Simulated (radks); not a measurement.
Removal energies from the dysprosium ion Dy11+, [Kr] 4d10 4f6 5s2 5p1, by Delta-SCF beside the eigenvalue of the level emptied. All-electron calculation, scalar-relativistic Kohn-Sham, PBE, spin-polarised, spherical densities, finite nucleus; Fermi nuclear charge, rms radius of each element as measured or else 0.836 A^(1/3) + 0.57 fm. Program: a radial shooting solver on a logarithmic mesh with Libxc functionals. Open shells are filled with parallel spins first.

removed from    final configuration  Delta-SCF (eV)  -eigenvalue (eV)
5p                [Kr] 4d10 4f6 5s2          201.14            192.39
4f            [Kr] 4d10 4f5 5s2 5p1          220.27            205.16
5s            [Kr] 4d10 4f6 5s1 5p1          228.66            219.45
4d             [Kr] 4d9 4f6 5s2 5p1          369.95            354.42
